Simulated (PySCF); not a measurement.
**Two-component Hartree-Fock for Ta⁴⁺ (tantalum, charge +4)**

Start: [Xe] 4f14 5d1; 5d3/2 filled at m_j = +3/2. Calculated with PySCF 2.14 in x2c-SVPall-2c (7s9p9d2f, 93 functions): generalised Hartree-Fock with the X2C-1e Hamiltonian and a Gaussian nucleus; one run each with spin-orbit coupling (SO) switched off, then screened by Boettger's factors.

```csv
spinor shell,electrons,"ε, spin-free (eV)","ε, screened SO (eV)",weight of nominal j (screened SO),"rms radius, screened SO (bohr)"
1s1/2,2,-67816.2,-67796.3,1.000,0.0211
2s1/2,2,-11828.4,-11822.0,1.000,0.0853
2p1/2,2,-10374.2,-11280.5,1.000,0.0726
2p3/2,4,-10374.2,-10003.9,1.000,0.0799
3s1/2,2,-2805.0,-2802.7,1.000,0.218
3p1/2,2,-2364.9,-2562.2,1.000,0.210
3p3/2,4,-2364.9,-2282.5,1.000,0.225
3d3/2,4,-1845.7,-1880.7,1.000,0.199
4s1/2,2,-638.66,-637.85,1.000,0.488
4p1/2,2,-491.63,-537.30,1.000,0.497
4p3/2,4,-491.63,-472.26,1.000,0.530
4d3/2,4,-299.62,-306.57,1.000,0.557
4d5/2,6,-299.62,-294.16,1.000,0.569
5s1/2,2,-129.70,-129.47,1.000,1.18
5p1/2,2,-89.782,-96.542,0.998,1.36
5p3/2,4,-89.782,-86.690,0.958,1.37
4f5/2,6,-84.478,-85.166,0.972,0.722
4f7/2,8,-84.478,-83.161,0.998,0.698
5d3/2,1,-47.407,-47.930,1.000,1.88
```

Where does 3d5/2 lie, and what is the 3d spin-orbit splitting (screened SO)?

At -1820.3 eV, 60.394 eV above 3d3/2.

```csv
quantity,spin-free,screened SO
E (hartree),-15589.34783,-15606.63219
M_J,3/2,3/2
⟨J²⟩,4.522,3.752
⟨L²⟩,6.005,6.095
⟨S²⟩,0.751,0.843
```

Each row is a mean over spinors that exchange with the open shell spreads, by up to 3.316 eV (5p1/2).

Breit and QED terms are absent; they matter most for the inner s and p1/2 levels.

Densities and radii are taken from the X2C orbitals without a picture-change correction, which distorts them close to the nucleus.

Without spin-orbit coupling the j labels of p, d and f shells carry no meaning; the spin-free column gives the mean over the occupied spinors of each nl shell, and its ⟨J²⟩ belongs to a mixture of degenerate components.
